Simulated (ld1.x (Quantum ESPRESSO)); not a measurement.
**Which change was made? (Al, TM)**

aluminium, norm-conserving Troullier–Martins (Kleinman–Bylander form), made with ld1.x (Quantum ESPRESSO) 7.5 (LDA (PZ), non-relativistic). Core [Ne], reference 3s2 3p1. Waves: 3s (bound): rc 1.95 bohr; 3p (bound): rc 2.95 bohr. Local part: all-electron potential smoothed inside 1.65 bohr (lloc = -2). Core correction: none.

Cutoffs, loose and tight: the cutoffs (Ry, on a coarse ladder) from which the occupation-weighted sum of valence levels, in a spherical-Bessel basis at the reference potential, stays within 10 and 1 mRy of its value at 400 Ry. They do not see the model core or the augmentation charge, which bear on the density cutoff. Test errors are all-electron minus pseudo excitation energies from the reference, over the configurations 3s2 3p0; 3s1 3p0; 3s2 3p0.5; 3s1 3p1; 3s1 3p2; 3s0 3p3; 3s2 3p1.3 (two spin-polarised tests are not counted in the largest error); variants that change the core or the reference have their own tests. The largest error is taken over the tests solved by every variant that gives reliable tests at all, those not shown here included: 3s1 3p0; 3s1 3p1; 3s1 3p2; 3s2 3p0; 3s2 3p0.5.

The base gives: outcome: generated; cutoff, loose: 10 Ry; cutoff, tight: 30 Ry; bound ghosts: none; largest test error (meV): +90.

(1) After one change the result is: outcome: generated, overlap not positive; bound ghosts: not determined (overlap not positive); largest test error (meV): -25. Which change was it?
A. functional PBEsol
B. all radii scaled by about 1.28 (s 2.50, p 3.78 bohr); local potential all-electron potential smoothed inside 2.10 bohr (lloc = -2)
C. type PAW; waves now 3s (bound): rcut 1.70, rcutus 1.95 bohr; 3s channel at 2.05 Ry: rcut 1.70, rcutus 1.95 bohr; 3p (bound): rcut 2.55, rcutus 2.95 bohr; 3p channel at 2.1 Ry: rcut 2.55, rcutus 2.95 bohr; local potential all-electron potential smoothed inside 2.10 bohr (lloc = -1); core correction a·sin(br)/r model core, default radius (ld1.x builds one for every PAW set, though the input has nlcc=.false.); augmentation PSQ, inside the norm-conserving radii

Results:

(1) C. The others give: all radii scaled by about 1.28 (s 2.50, p 3.78 bohr); local potential all-electron potential smoothed inside 2.10 bohr (lloc = -2) → outcome: generated; cutoff, loose: 8 Ry; cutoff, tight: 21 Ry; bound ghosts: none; largest test error (meV): +85 | functional PBEsol → outcome: generated; cutoff, loose: 10 Ry; cutoff, tight: 30 Ry; bound ghosts: none; largest test error (meV): +19. A file whose overlap is not positive is unfit for use, and its test errors describe a broken file.
